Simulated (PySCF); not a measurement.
# From computed data to an observable: chemical shift, span and skew from a shielding tensor

C4H4ClF, SMILES C=C/C(F)=C/Cl. Atoms are numbered in the order given.

```xyz
10

C     -0.0147    -2.9153     0.0000
C      0.6770    -1.7659     0.0000
C      0.0585    -0.4503     0.0000
F     -1.2794    -0.4384     0.0000
C      0.7437     0.7075     0.0000
Cl    -0.0157     2.2556     0.0000
H     -1.1069    -2.9165     0.0000
H      0.4965    -3.8800     0.0000
H      1.7709    -1.7710     0.0000
H      1.8334     0.7119     0.0000
```

The structure is a stationary point at B3LYP-D3(BJ)/def2-SVP. The values are those of a single conformer.

GIAO shieldings from PBE/pcSseg-1 (PySCF), non-relativistic, no solvent. The symmetric part of the tensor of C1 has the principal values -43.9, 54.6, 169.7 ppm. The same nucleus in TMS has σ = 182.0 ppm at this level (PySCF, at its B3LYP-D3(BJ)/def2-TZVP geometry). Without spin–orbit terms, shifts of atoms bonded to Cl or Br come out too high.

Task: Work out the isotropic shielding, the ¹³C shift against TMS, the span and the skew.

Result: 
σ(iso) = (σ11 + σ22 + σ33)/3 = 60.1 ppm. δ = σ(ref) − σ(iso) = 182.0 − (60.1) = 121.9 ppm.
Span Ω = σ33 − σ11 = 213.6 ppm. Skew κ = 3(σ(iso) − σ22)/Ω = 0.08. Tumbling in solution averages the tensor to δ; in a static solid the shielding alone would spread this spin-1/2 line over Ω.
